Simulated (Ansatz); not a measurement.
Ga₈As₉H₂₄⁺, a nanocrystal cut from zinc blende GaAs (hydrogen-capped). Charge 1, multiplicity 1. Geometry PBE-D4/def2-SVP; atoms count from 1.

```xyz
41

Ga    0.024    3.827    3.471
Ga   -2.721    2.022    0.025
Ga    3.325   -1.317   -2.777
Ga   -1.054   -0.678   -2.970
Ga    1.086    1.083    0.016
Ga   -1.412   -0.570    2.837
Ga    0.487   -2.980    0.180
Ga   -3.628   -2.307   -0.224
As    1.364    3.118    1.392
As    3.203    0.664   -1.254
As   -0.803    1.296   -1.503
As   -1.144    1.647    3.992
As   -3.076   -0.217    1.076
As    1.219   -0.988   -4.052
As    2.608   -3.097   -1.197
As   -1.355   -2.523   -1.377
As    0.674   -0.858    1.450
H     1.149    4.024    4.550
H    -1.043    4.825    2.901
H    -3.920    2.456   -0.890
H    -1.954    2.942    1.068
H     4.672   -1.499   -3.554
H    -2.105   -0.533   -4.128
H    -1.509   -1.747    3.875
H     0.414   -4.272    1.069
H    -4.618   -1.915   -1.381
H    -3.706   -3.510    0.785
H     1.388    4.237    0.356
H     2.859    3.121    1.702
H     3.578    1.908   -2.050
H     4.403    0.640   -0.315
H    -0.370    2.454   -2.401
H    -2.583    2.038    4.308
H    -0.735    1.286    5.417
H    -4.318    0.005    1.939
H     1.504    0.117   -5.064
H     1.170   -2.151   -5.036
H     2.607   -4.383   -2.015
H     3.815   -3.418   -0.322
H    -1.393   -3.771   -2.256
H     1.896   -0.975    2.358
```

Single mean-field runs in def2-TZVP are fitted with def2-universal-jkfit.

(1) Estimate the Mulliken populations of the heavy atoms from the PBE0/def2-TZVP orbitals of Ansatz.

(2) And the Mayer bond orders between heavy atoms (over 0.3)?

Results:

(1) 
```csv
atom,charge (e)
Ga1,0.25
Ga2,0.28
Ga3,0.36
Ga4,0.36
Ga5,0.45
Ga6,0.35
Ga7,0.35
Ga8,0.25
As9,-0.25
As10,-0.28
As11,-0.37
As12,-0.30
As13,-0.41
As14,-0.30
As15,-0.30
As16,-0.41
As17,-0.39
```
Mulliken values depend strongly on the basis.

(2) Ga1–As9 0.55 (2.57 Å); Ga1–As12 0.65 (2.53 Å); Ga2–As11 0.58 (2.56 Å); Ga2–As13 0.71 (2.50 Å); Ga3–As10 0.68 (2.50 Å); Ga3–As14 0.73 (2.48 Å); Ga3–As15 0.72 (2.49 Å); Ga4–As11 0.74 (2.47 Å); Ga4–As14 0.60 (2.54 Å); Ga4–As16 0.79 (2.46 Å); Ga5–As9 0.76 (2.47 Å); Ga5–As10 0.65 (2.50 Å); Ga5–As11 0.83 (2.43 Å); Ga5–As17 0.78 (2.45 Å); Ga6–As12 0.68 (2.51 Å); Ga6–As13 0.82 (2.45 Å); Ga6–As17 0.64 (2.52 Å); Ga7–As15 0.61 (2.53 Å); Ga7–As16 0.80 (2.46 Å); Ga7–As17 0.73 (2.48 Å); Ga8–As13 0.65 (2.52 Å); Ga8–As16 0.58 (2.56 Å).
